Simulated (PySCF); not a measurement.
Gas-phase reaction: Ga₂H₆ + GaCl + 2 Cl ⇌ 3 GaH₂Cl

Energies from PySCF, thermal terms from the rigid-rotor harmonic-oscillator model, ideal gas at 1 bar. † marks an energy on the PBE0/def2-TZVP geometry and frequencies. MP2 and CCSD(T) freeze the core. Open shells (unrestricted): Cl (multiplicity 2, electronic degeneracy 6); the rest are closed-shell singlets. Spin-orbit splitting is ignored; it lowers the true energy and changes the entropy of Cl. Ga: all electrons, no relativistic terms. Ga₂H₆, GaH₂Cl: computed as isolated molecules; such fragments, hydroxides, amides, oligomers or adducts are transient or little studied in the gas. MP2 isn't extrapolated to the basis-set limit; its ΔH°(298 K) is -562.2 kJ in def2-SVP and -584.5 kJ in def2-TZVPP. CCSD(T) isn't extrapolated to the basis-set limit; its ΔH°(298 K) is -520.8 kJ in def2-SVP and -538.5 kJ in def2-TZVPP. The harmonic model lacks anharmonicity and excited electronic states, which grow with temperature; levels with a mode under 35 cm⁻¹ are left out.

ΔH° and ΔS° at 298 K: CCSD(T)/def2-TZVPP† -538 kJ, -80 J/K; HF/def2-TZVP† -459 kJ, -80 J/K; M06-2X/def2-TZVP† -572 kJ, -80 J/K; MP2/def2-SVP† -562 kJ, -80 J/K; PBE/def2-TZVP† -550 kJ, -80 J/K.

Q: With the heat capacities included, give log10 K (1 bar) at 500, 600, 800, 1200, 2500 K from CCSD(T)/def2-TZVPP†, HF/def2-TZVP†, M06-2X/def2-TZVP†, MP2/def2-SVP†, PBE/def2-TZVP†.

A: 
```json
[
 {"T (K)": "500", "CCSD(T)/def2-TZVPP†": "52.0", "HF/def2-TZVP†": "43.8", "M06-2X/def2-TZVP†": "55.5", "MP2/def2-SVP†": "54.5", "PBE/def2-TZVP†": "53.3"},
 {"T (K)": "600", "CCSD(T)/def2-TZVPP†": "42.6", "HF/def2-TZVP†": "35.7", "M06-2X/def2-TZVP†": "45.5", "MP2/def2-SVP†": "44.7", "PBE/def2-TZVP†": "43.7"},
 {"T (K)": "800", "CCSD(T)/def2-TZVPP†": "30.8", "HF/def2-TZVP†": "25.7", "M06-2X/def2-TZVP†": "33.0", "MP2/def2-SVP†": "32.4", "PBE/def2-TZVP†": "31.6"},
 {"T (K)": "1200", "CCSD(T)/def2-TZVPP†": "19.0", "HF/def2-TZVP†": "15.5", "M06-2X/def2-TZVP†": "20.4", "MP2/def2-SVP†": "20.0", "PBE/def2-TZVP†": "19.5"},
 {"T (K)": "2500", "CCSD(T)/def2-TZVPP†": "6.4", "HF/def2-TZVP†": "4.8", "M06-2X/def2-TZVP†": "7.1", "MP2/def2-SVP†": "6.9", "PBE/def2-TZVP†": "6.7"}
]
```
